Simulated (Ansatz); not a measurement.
One change: `[BH2][SnH2][CH2]Cl` becomes `[BH2][SnH2][CH3]`.

Ansatz, PBE0-D4/def2-TZVP geometries, multiplicity 1. Each molecule was computed in one conformer, which needn't be the lowest.

Elements past krypton have def2 core potentials.

```
                             property  `[BH2][SnH2][CH2]Cl`
   LUMO energy (PBE0/def2-TZVPP) / eV                 -1.04
  LUMO energy (B3LYP/def2-TZVPP) / eV                 -1.26
    HOMO energy (PBE/def2-TZVPP) / eV                 -6.17
HOMO–LUMO gap (B3LYP/def2-TZVPP) / eV                  5.80
LUMO energy (ωB97M-V/def2-TZVPP) / eV                  0.61
HOMO energy (ωB97M-V/def2-TZVPP) / eV                 -9.33
```

Give the same properties after the change, and the shifts. (Best estimate.)

Computed: 
```tsv
property	`[BH2][SnH2][CH3]`	shift
LUMO energy (PBE0/def2-TZVPP) / eV	-2.44	-1.40
LUMO energy (B3LYP/def2-TZVPP) / eV	-2.65	-1.39
HOMO energy (PBE/def2-TZVPP) / eV	-6.59	-0.42
HOMO–LUMO gap (B3LYP/def2-TZVPP) / eV	4.87	-0.93
LUMO energy (ωB97M-V/def2-TZVPP) / eV	-0.51	-1.12
HOMO energy (ωB97M-V/def2-TZVPP) / eV	-9.84	-0.51
```

With PBE0 the HOMO falls by 0.48 eV and the LUMO falls by 1.40 eV, so the gap narrows by about 0.92 eV. PBE moves the HOMO by -0.42 eV and ωB97M-V by -0.51 eV.

B3LYP here is the variant with VWN-RPA as its local correlation; programs differ in this.
